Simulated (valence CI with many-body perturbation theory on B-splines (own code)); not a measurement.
**Energy levels of Tm36+**

Method: valence CI with perturbative core correlation (CI+MBPT): five valence electrons over a frozen Dirac-Fock core [Ar] 3d10, radial functions for each j: 11 s, 11 p, 10 d, 8 f, 5 g, 2 h, with the one-electron correlation potential Σ1 (screened to all orders), the two-electron term Σ2, the three-electron term Σ3, Breit, model QED; selected single and double excitations, second order for the rest, scaled by the run's own slope (own B-spline code, finite nucleus).

The last digits are not significant, and no measured levels were compared; by estimate large intervals hold to a few tenths of a per cent, small ones and those within an open d or f shell to about a per cent. Among the levels kept, up to 2100 cm⁻¹ of a level comes from second order outside the variational space, and about a tenth of that is noise between levels of different J, which matters for small intervals.

Levels 136 to 174 of 174, with energies above the lowest level, (4s^2 4p1/2^2 4p3/2) J=3/2. "Leading %" is the weight of the configuration and term that name the level; weights of strongly mixed levels are sums over their largest components and can fall short, so below about 35 % the name and the second component can differ from the true leading terms, or belong to a minority configuration. In the jj column 3d3/2^4 stands for four electrons in 3d with j = 3/2. Lifetimes count E1, E2, E3, M1 and M2 decay at the calculated energies, and are blank where another channel may lead or the interval is too uncertain; long ones can be off by a factor of two.

```
No.  Configuration  Term     J  E (eV)  Leading %      g  Lifetime                     Leading jj
136       4s²4p4d²   ⁴D°   3/2  414.94         22  1.357    989 fs        4s 4p3/2^3 4d3/2 (50 %)
137       4s4p²4d²    ⁶G   3/2  415.95         40  0.384   21.9 ps      4s 4p1/2^2 4d3/2^2 (88 %)
138       4s²4p4d²   ⁴D°   5/2  416.80         16  1.282   1.35 ps        4s 4p3/2^3 4d3/2 (46 %)
139       4s²4p4d²   ²F°   7/2  417.45         14  1.168   1.06 ps        4s 4p3/2^3 4d3/2 (40 %)
140       4s²4p4d²   ⁴D°   1/2  417.49         42  0.524    590 fs      4s^2 4p3/2 4d3/2^2 (69 %)
141       4s²4p4d²   ⁴F°   5/2  418.64         28  1.014    557 fs      4s^2 4p3/2 4d3/2^2 (64 %)
142       4s²4p4d²   ⁴F°   3/2  418.72         23  0.895    554 fs      4s^2 4p3/2 4d3/2^2 (67 %)
143       4s²4p4d²   ⁴F°   9/2  419.03         24  1.263   2.43 ps        4s 4p3/2^3 4d5/2 (45 %)
144       4s4p²4d²    ⁴F   5/2  419.46         23  1.086   23.1 ps      4s 4p1/2^2 4d3/2^2 (79 %)
145       4s²4p4d²   ²F°   7/2  419.68         27  1.099    652 fs      4s^2 4p3/2 4d3/2^2 (54 %)
146       4s²4p4d²   ²D°   5/2  420.75         23  1.201   8.92 ps      4s^2 4p3/2 4d5/2^2 (41 %)
147       4s²4p4d²   ⁴D°   7/2  422.40         44  1.293   1.07 ps  4s^2 4p3/2 4d3/2 4d5/2 (74 %)
148       4s²4p4d²   ⁴G°   9/2  422.99         27  1.192   1.49 ps  4s^2 4p3/2 4d3/2 4d5/2 (59 %)
149       4s²4p4d²   ⁴G°  11/2  423.13         83  1.243   1.95 ps  4s^2 4p3/2 4d3/2 4d5/2 (48 %)
150       4s²4p4d²   ⁴S°   3/2  423.35         20  1.358    621 fs      4s^2 4p3/2 4d3/2^2 (57 %)
151       4s²4p4d²   ⁴P°   5/2  423.49         34  1.373   1.22 ps  4s^2 4p3/2 4d3/2 4d5/2 (84 %)
152       4s4p²4d²    ⁴P   1/2  425.55         43  2.585   16.5 ps      4s 4p1/2^2 4d3/2^2 (80 %)
153       4s²4p4d²   ²F°   7/2  425.99         29  1.179   4.53 ps        4s 4p3/2^3 4d5/2 (42 %)
154       4s²4p²4f   ²D°   3/2  426.57         17  0.883   1.76 ps      4s^2 4p3/2^2 4f5/2 (36 %)
155       4s²4p4d²   ²F°   5/2  427.31         18  1.006   1.59 ps      4s^2 4p3/2^2 4f5/2 (45 %)
156       4s²4p4d²   ²F°   7/2  428.15         11  1.140   1.90 ps      4s^2 4p3/2^2 4f5/2 (29 %)
157       4s²4p4d²   ²H°  11/2  429.66         64  1.142   3.41 ps  4s^2 4p3/2 4d3/2 4d5/2 (36 %)
158       4s²4p4d²   ⁴D°   1/2  429.84         24  0.348   1.38 ps      4s^2 4p3/2^2 4f5/2 (34 %)
159       4s²4p4d²   ²G°   9/2  430.03         34  1.077   1.66 ps      4s^2 4p3/2^2 4f5/2 (44 %)
160       4s4p²4d²    ⁶G   7/2  433.00         24  1.237   8.06 ps  4s 4p1/2^2 4d3/2 4d5/2 (82 %)
161       4s²4p4d²   ⁴D°   5/2  433.98         16  1.114    812 fs  4s^2 4p3/2 4d3/2 4d5/2 (53 %)
162       4s4p²4d²    ⁶G   5/2  433.99         16  1.166   9.31 ps  4s 4p1/2^2 4d3/2 4d5/2 (63 %)
163       4s²4p4d²   ²S°   1/2  434.42         30  1.979    734 fs  4s^2 4p3/2 4d3/2 4d5/2 (53 %)
164       4s²4p²4f   ²P°   3/2  434.54         13  1.255   1.58 ps  4s^2 4p3/2 4d3/2 4d5/2 (23 %)
165       4s²4p4d²   ²F°   5/2  435.64         32  0.966   1.69 ps  4s^2 4p3/2 4d3/2 4d5/2 (36 %)
166          4p⁴4d    ⁴D   3/2  435.67         15  1.089   7.91 ps  4s 4p1/2^2 4d3/2 4d5/2 (44 %)
167       4s²4p4d²   ²G°   7/2  435.90         36  1.153    760 fs  4s^2 4p3/2 4d3/2 4d5/2 (68 %)
168          4p⁴4d    ⁴F   7/2  436.51         14  1.064   9.83 ps   4p1/2^2 4p3/2^2 4d3/2 (43 %)
169       4s²4p4d²   ²P°   3/2  436.96         22  1.254   1.11 ps  4s^2 4p3/2 4d3/2 4d5/2 (28 %)
170       4s4p²4d²    ⁴F   9/2  437.35         14  1.216   11.0 ps  4s 4p1/2^2 4d3/2 4d5/2 (68 %)
171       4s4p²4d²    ⁶D   3/2  438.41         36  1.737   4.74 ps  4s 4p1/2^2 4d3/2 4d5/2 (76 %)
172          4p⁴4d    ⁴P   1/2  439.06         17  1.347   6.09 ps   4p1/2^2 4p3/2^2 4d3/2 (45 %)
173       4s²4p4d²   ²P°   1/2  439.56         40  0.748   1.61 ps      4s^2 4p3/2 4d5/2^2 (52 %)
174       4s²4p4d²   ²D°   3/2  440.32         30  1.120    815 fs  4s^2 4p3/2 4d3/2 4d5/2 (50 %)
```
